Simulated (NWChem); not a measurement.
Molecule: BeHI; SMILES [I][BeH]

Results from NWChem. Coordinates come from a PBE0-D3(BJ)/def2-TZVP optimisation. def2 effective core potentials on I; no spin-orbit coupling.

Problem. Estimate the computed values for LRC-wPBEh/def2-TZVP. Quantities: highest occupied level (eV); orbital gap (eV); dipole (D).

Solution. 
- highest occupied level (eV): -9.98
- orbital gap (eV): 10.67
- dipole (D): 0.08
